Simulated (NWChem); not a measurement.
The numbers come from NWChem runs, not from measurements. System: ethylmethylamine (C$_{3}$H$_{9}$N), charge 0, spin multiplicity 1, at a geometry optimised with PBE/def2-SVP. Level: MP2/def2-TZVP, 4 core orbitals frozen.

Output (cleaned and shortened):

```
             Northwest Computational Chemistry Package (NWChem) 7.3.0
             --------------------------------------------------------

                                NWChem Input Module
                                -------------------

 Scaling coordinates for geometry "geometry" by  1.889725989
 (inverse scale =  0.529177249)

                             Geometry "geometry" -> ""
                             -------------------------

 Output coordinates in angstroms (scale by  1.889725989 to convert to a.u.)

  No.       Tag          Charge          X              Y              Z
 ---- ---------------- ---------- -------------- -------------- --------------
    1 C                    6.0000    -1.88925000    -0.10156200     0.25416800
    2 C                    6.0000    -0.48034600    -0.52290000    -0.15211300
    3 N                    7.0000     0.48651500     0.53516200     0.09755100
    4 C                    6.0000     1.85058900     0.18481100    -0.24936200
    5 H                    1.0000    -2.18440700     0.82984900    -0.26949300
    6 H                    1.0000    -2.62940500    -0.89146600     0.01659900
    7 H                    1.0000    -1.95162500     0.09216500     1.34658000
    8 H                    1.0000    -0.21581500    -1.49145500     0.35775700
    9 H                    1.0000    -0.46016000    -0.75170500    -1.24221100
   10 H                    1.0000     0.43872700     0.81063200     1.08660700
   11 H                    1.0000     2.53794900     1.01349600     0.01676300
   12 H                    1.0000     1.93403700     0.03176200    -1.34738300
   13 H                    1.0000     2.23913400    -0.75150800     0.23576600

 Effective nuclear repulsion energy (a.u.)     132.3137098355

            Nuclear Dipole moment (a.u.)
            ----------------------------
        X                 Y               Z
 ---------------- ---------------- ----------------
    -0.0000037795    -0.0000037795    -0.0000000000


 Summary of "ao basis" -> "" (spherical)
 ------------------------------------------------------------------------------
       Tag                 Description            Shells   Functions and Types
 ---------------- ------------------------------  ------  ---------------------
 *                         def2-tzvp                  on all atoms

 Summary of "ao basis" -> "ao basis" (spherical)
 ------------------------------------------------------------------------------
       Tag                 Description            Shells   Functions and Types
 ---------------- ------------------------------  ------  ---------------------
 C                         def2-tzvp                11       31   5s3p2d1f
 N                         def2-tzvp                11       31   5s3p2d1f
 H                         def2-tzvp                 4        6   3s1p

                                 NWChem SCF Module
                                 -----------------

  ao basis        = "ao basis"
  functions       =   178
  atoms           =    13
  closed shells   =    17
  open shells     =     0
  charge          =   0.00
  wavefunction    = RHF
  use symmetry    = F
  symmetry adapt  = F

 Summary of "ao basis" -> "ao basis" (spherical)
 ------------------------------------------------------------------------------
       Tag                 Description            Shells   Functions and Types
 ---------------- ------------------------------  ------  ---------------------
 C                         def2-tzvp                11       31   5s3p2d1f
 N                         def2-tzvp                11       31   5s3p2d1f
 H                         def2-tzvp                 4        6   3s1p

 Forming initial guess at       0.1s

      Superposition of Atomic Density Guess
      -------------------------------------

 Sum of atomic energies:        -171.82381923

      Non-variational initial energy
      ------------------------------

 Total energy =    -174.493383
 1-e energy   =    -491.246452
 2-e energy   =     184.439359
 HOMO         =      -0.284320
 LUMO         =       0.070989

 Starting SCF solution at       3.3s

 ----------------------------------------------
         Quadratically convergent ROHF
[...]
              MO Center=  5.4D-01,  2.6D-01,  3.7D-04, r^2= 2.1D+00
   Bfn.  Coefficient  Atom+Function         Bfn.  Coefficient  Atom+Function
  ----- ------------  ---------------      ----- ------------  ---------------
    69      0.280255   3 N  py               72      0.267840   3 N  py
    75      0.258919   3 N  py               70     -0.204960   3 N  pz
    73     -0.187392   3 N  pz

 Vector   18  Occ=0.000000D+00  E= 1.374543D-01
              MO Center= -1.2D-01, -2.1D-01,  5.8D-01, r^2= 8.7D+00
   Bfn.  Coefficient  Atom+Function         Bfn.  Coefficient  Atom+Function
  ----- ------------  ---------------      ----- ------------  ---------------
     5      3.028579   1 C  s                36      2.202380   2 C  s
    98      2.041344   4 C  s               139     -1.366678   7 H  s
   145     -1.334139   8 H  s               151     -1.204398   9 H  s
   157     -1.058716  10 H  s               127     -1.027790   5 H  s
   133     -1.030422   6 H  s               175     -0.964386  13 H  s

 Vector   19  Occ=0.000000D+00  E= 1.597206D-01
              MO Center=  3.1D-01, -1.1D-01, -2.1D-02, r^2= 1.2D+01
   Bfn.  Coefficient  Atom+Function         Bfn.  Coefficient  Atom+Function
  ----- ------------  ---------------      ----- ------------  ---------------
     5      5.501227   1 C  s                98     -4.942529   4 C  s
   169      1.850472  12 H  s                36     -1.738318   2 C  s
   175      1.742668  13 H  s               139     -1.657987   7 H  s
   133     -1.487004   6 H  s               163      1.432190  11 H  s
   127     -1.386078   5 H  s                43      1.197106   2 C  px

 Vector   20  Occ=0.000000D+00  E= 1.737959D-01
              MO Center= -2.8D-02, -3.1D-02,  9.4D-02, r^2= 8.5D+00
   Bfn.  Coefficient  Atom+Function         Bfn.  Coefficient  Atom+Function
  ----- ------------  ---------------      ----- ------------  ---------------
    36      3.061326   2 C  s               151     -2.022179   9 H  s
    67     -1.922805   3 N  s               157      1.658699  10 H  s
   145     -1.058568   8 H  s               133     -0.962398   6 H  s
   169     -0.614072  12 H  s               163      0.552133  11 H  s
    76     -0.521971   3 N  pz               12     -0.473020   1 C  px

 center of mass
 --------------
 x =   0.00930166 y =   0.03522664 z =  -0.00636950

 moments of inertia (a.u.)
 ------------------
          82.062455179843         -55.012724631118          46.171668166011
         -55.012724631118         464.188174258167          -6.419729237437
          46.171668166011          -6.419729237437         484.880914587476

  Mulliken analysis of the total density
  --------------------------------------

    Atom       Charge   Shell Charges
 -----------   ------   -------------------------------------------------------
    1 C    6     6.31   0.85  1.12  0.47  0.67  0.09  1.24  1.39  0.38  0.02  0.06  0.00
    2 C    6     6.03   0.85  1.12  0.47  0.65  0.06  1.21  1.28  0.23  0.03  0.11  0.01
    3 N    7     7.39   0.82  1.16  0.50  0.86  0.15  1.48  1.76  0.58  0.01  0.06  0.00
    4 C    6     6.21   0.85  1.12  0.48  0.66  0.10  1.21  1.33  0.34  0.03  0.08  0.01
    5 H    1     0.89   0.26  0.49  0.12  0.02
    6 H    1     0.90   0.26  0.50  0.12  0.02
    7 H    1     0.91   0.26  0.50  0.13  0.02
    8 H    1     0.94   0.26  0.51  0.15  0.02
    9 H    1     0.92   0.27  0.51  0.13  0.02
   10 H    1     0.81   0.26  0.44  0.07  0.04
   11 H    1     0.89   0.26  0.50  0.10  0.02
   12 H    1     0.90   0.26  0.50  0.11  0.02
   13 H    1     0.92   0.26  0.50  0.14  0.02

       Multipole analysis of the density wrt the origin
       ------------------------------------------------

     L   x y z        total         open         nuclear
     -   - - -        -----         ----         -------
     0   0 0 0     -0.000000      0.000000     34.000000

     1   1 0 0      0.077594      0.000000     -0.000004
     1   0 1 0     -0.257798      0.000000     -0.000004
     1   0 0 1      0.270122      0.000000     -0.000000

     2   2 0 0    -20.129028      0.000000    271.920112
     2   1 1 0      0.432816      0.000000     31.634833
     2   1 0 1      0.264901      0.000000    -28.663450
     2   0 2 0    -21.795567      0.000000     37.294696
     2   0 1 1      0.937449      0.000000      4.910242
     2   0 0 2    -19.658823      0.000000     27.052314

                   NWChem MP2 Semi-direct Energy/Gradient Module
                   ---------------------------------------------

  Basis functions       =    178
  Molecular orbitals    =    178
  Frozen core           =      4
  Frozen virtuals       =      0
  Active alpha occupied =     13
  Active beta occupied  =     13
  Active alpha virtual  =    161
  Active beta virtual   =    161
  Use MO symmetry       = F
  Use skeleton AO sym   = F

  AO/Fock/Back tols     =   1.0D-09  1.0D-09  1.0D-09

 GA uses MA = F    GA memory limited = T

 Available:
  local mem=  1.26D+08
 global mem=  1.44D+08
 local disk=  0.00D+00
  mp2_memr nvloc                   161
  nvloc new                   161
   1 passes of  13:        6291456                     169243                 109238029.
   1 passes of  13: M    126043158           G      144115832           F     119751702.

 Semi-direct pass number   1 of   1  for RHF alpha+beta  at       50.9s
  vrange nnbf                 15343
  mp2_eaftype                   416  avail_ma_in_mb                  1098
 EAF : mp2_eaftype filesize         416   54619014.
  mp2_eaf for mointskh                    416
Node 0 wrote    256.9 Mb in      0.2 s     Agg I/O rate:  1274.1 Mb/s
 Done moints_semi at       67.4s
  mp2_eaftype                   416  avail_ma_in_mb                   682
 EAF : mp2_eaftype filesize         416   54619014.
  mp2_eaf for kh                   416
 Done maket at       68.1s
 Done multipass loop at       68.1s

          -------------------------------------------
          SCF energy                -173.341090408151
          Correlation energy          -0.726070786503
          Singlet pairs               -0.480589850907
          Triplet pairs               -0.245480935596
          Total MP2 energy          -174.067161194654
          -------------------------------------------

          ---------------------------------------------------
                    Spin Component Scaled (SCS) MP2
          Same spin pairs                     -0.163653957064
          Same spin scaling factor             0.333333333333
          Opposite spin pairs                 -0.562416829439
          Opposite spin scaling fact.          1.200000000000
          SCS-MP2 correlation energy          -0.729451514348
          Total SCS-MP2 energy              -174.070541922499
          ---------------------------------------------------

 -----------------------
 Performance information
 -----------------------

 Timer overhead =  9.66D-08 seconds/call

               Nr. of calls         CPU time (s)                 Wall time (s)                GFlops
             ---------------    -------------------     ------------------------------   -------------------
Name         Min   Avg   Max    Min     Avg     Max     Min     Avg     Max   Mx/calls   Min     Max     Sum
mp2: moin     1     1     1    17.     17.     17.      17.     17.     17.     17.      0.0     0.0     0.0
mp2: make     1     1     1   0.70    0.70    0.70     0.70    0.70    0.70    0.70      0.0     0.0     0.0
mp2: tota     1     1     1    17.     17.     17.      17.     17.     17.     17.      0.0     0.0     0.0

 The average no. of pstat calls per process was 3.00D+00
 with a timing overhead of 2.90D-07s

 Task  times  cpu:       68.1s     wall:       68.1s

 Total times  cpu:       68.1s     wall:       68.1s
```

Q: Write an NWChem input that would produce this output.

A: This is not unique; one that fits is 
```
start mol
memory heap 200 mb stack 900 mb global 1100 mb
geometry units angstroms nocenter noautoz noautosym
  C     -1.889250    -0.101562     0.254168
  C     -0.480346    -0.522900    -0.152113
  N      0.486515     0.535162     0.097551
  C      1.850589     0.184811    -0.249362
  H     -2.184407     0.829849    -0.269493
  H     -2.629405    -0.891466     0.016599
  H     -1.951625     0.092165     1.346580
  H     -0.215815    -1.491455     0.357757
  H     -0.460160    -0.751705    -1.242211
  H      0.438727     0.810632     1.086607
  H      2.537949     1.013496     0.016763
  H      1.934037     0.031762    -1.347383
  H      2.239134    -0.751508     0.235766
end
basis spherical
  * library def2-tzvp
end
scf
  rhf
  nopen 0
  maxiter 100
  thresh 1e-7
  semidirect memsize 60000000 filesize 0
end
mp2
  freeze core 4
end
task mp2 energy
```
